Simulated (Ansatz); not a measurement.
Harmonic frequencies (cm⁻¹) at PBE0-D4/def2-TZVP from Ansatz: 223, 223, 284, 325, 354, 354, 637, 651, 651, 712, 945, 945, 3964, 3964, 3965.

Each molecule was computed in one conformer, which needn't be the lowest.

Problem. Which molecule is it?
A. `[OH][Al]([OH])[OH]`
B. `[F][AlH][GeH3]`
C. `C[O][Al]([F])[Br]`
D. `[CH3][AlH2]`

Solution. A.
